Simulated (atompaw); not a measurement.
Before and after: PAW (atompaw) potential for W

- Element: W
- Generator: atompaw 4.2.0.5
- Type: PAW
- Functional: PBE
- Relativity: scalar-relativistic
- Frozen core: [Xe] 4f14
- Valence charge: 6
- Reference configuration: 5d4 6s0 6p0 (charge +2)
- Partial waves: 6s (bound, empty): rc 3.00 bohr; 6s channel at 0.05 Ry: rc 3.00 bohr; 6p (bound, empty): rc 2.85 bohr; 6p channel at -0.3 Ry: rc 3.00 bohr; 5d (bound): rc 3.00 bohr; 5d channel at 2.6 Ry: rc 3.00 bohr
- Local potential: troulliermartins scheme with l = 3 at 1 Ry, radius 2.45 bohr
- Core correction: smooth core density matched at 2.40 bohr
- Augmentation charge: sinc compensation charge, radius 2.75 bohr; PAW radius 3.00 bohr; waves and projectors: custom polynom2 7 10 vanderbiltortho

Change: wave 6p channel at -0.3 Ry: rc 3.00 bohr becomes 6p channel at -0.3 Ry: rc 2.60 bohr.

Cutoffs: the cutoffs (Ry, on a coarse ladder) from which the occupation-weighted sum of valence levels, in a spherical-Bessel basis at the reference potential, stays within 10 and 1 mRy of its value at 400 Ry; they do not see the model core or the augmentation charge, which bear on the density cutoff.

Task: What does the change do?

Result: The potential gets neither clearly harder nor softer (18 Ry and 35 Ry → 18 Ry and 35 Ry); the bound ghosts move from p, s to s; the range in which the p phases agree narrows (upper end 3.4 → 0.8).

| quantity | base | changed |
| --- | --- | --- |
| cutoff, loose | 18 Ry | 18 Ry |
| cutoff, tight | 35 Ry | 35 Ry |
| bound ghosts | p, s | s |
| s: phases at 3.01 bohr within 0.05 rad from the reference energy up to (Ry; the scan ends near 5) | -0.7 | -0.7 |
| p: phases at 3.01 bohr within 0.05 rad from the reference energy up to (Ry; the scan ends near 5) | 3.4 | 0.8 |
| d: phases at 3.01 bohr within 0.05 rad from the reference energy up to (Ry; the scan ends near 5) | -0.7 | -0.7 |
| lowest overlap eigenvalue by channel | s 0.78, p 0.54, d 0.98 | s 0.78, p 1.00, d 0.98 |

 A true bound ghost makes a file unfit for plane-wave use even where its test errors are small: the radial tests pick states by their node count and pass the ghost by. The cutoffs see the waves, projectors and local potential, not the compensation charge or the core.
